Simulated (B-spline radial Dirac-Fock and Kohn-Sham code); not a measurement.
Photoelectron lines of Tm⁴⁺ at 1780 eV

System: Tm⁴⁺, configuration [Xe] 4f11.

Input of the calculation (task.json; shells as n, l, electrons):

```json
{"items": [{
  "Z": 69,
  "q": 4,
  "cfg": [[1, 0, 2], [2, 0, 2], [2, 1, 6], [3, 0, 2], [3, 1, 6], [3, 2, 10], [4, 0, 2], [4, 1, 6], [4, 2, 10], [4, 3, 11], [5, 0, 2], [5, 1, 6]],
  "A": 169,
  "rrms": 5.2256,
  "do": ["binding", "quiet", "photo", "scan"],
  "hv": [28.1, 121.0, 128.0, 144.0, 154.0, 172.0, 187.0, 249.0, 325.0, 398.0, 700.0, 1010.0, 1780.0, 2240.0, 4760.0, 6000.0, 6040.0, 7140.0, 7320.0, 10600.0, 15800.0, 17400.0, 111000.0, 139000.0]
}]}
```

Command: `python xray_run.py task.json out`

The computed values come from a B-spline atomic structure program: the independent-particle Dirac-Slater model, thresholds from Dirac-Fock. The asymmetry parameter β is from the dipole term alone. Kinetic energies are from the vacuum level. Open shells are spread statistically over j, without multiplet splitting.

| subshell | electrons | binding (eV) | kinetic (eV) | σ (kb) | β |
| --- | --- | --- | --- | --- | --- |
| 3d3/2 | 4 | 1576.3 | 203.7 | 383 | 0.52 |
| 3d5/2 | 6 | 1532.0 | 248.0 | ? | ? |
| 4s | 2 | 536.9 | 1243.1 | 18.0 | 1.94 |
| 4p1/2 | 2 | 447.2 | 1332.8 | 21.6 | 1.65 |
| 4p3/2 | 4 | 400.3 | 1379.7 | 47.3 | 1.64 |
| 4d3/2 | 4 | 252.0 | 1528.0 | 51.6 | 1.34 |
| 4d5/2 | 6 | 243.4 | 1536.6 | 73.7 | 1.34 |
| 4f5/2 | 4.71 | 65.13 | 1714.9 | 14.2 | 1.06 |
| 4f7/2 | 6.29 | 63.71 | 1716.3 | 18.0 | 1.05 |
| 5s | 2 | 112.5 | 1667.5 | 3.44 | 1.95 |
| 5p1/2 | 2 | 83.73 | 1696.3 | 3.45 | 1.71 |
| 5p3/2 | 4 | 76.81 | 1703.2 | 7.18 | 1.70 |

Question: What are σ and β for 3d5/2?

Answer: σ = 550 kb, the largest of all subshells and 46 % of the total, and β = 0.65.

Run: 5.5 s of CPU time on 1 thread of Intel(R) Xeon(R) Platinum 8375C CPU @ 2.90GHz (shared host), peak memory 0.41 GiB.
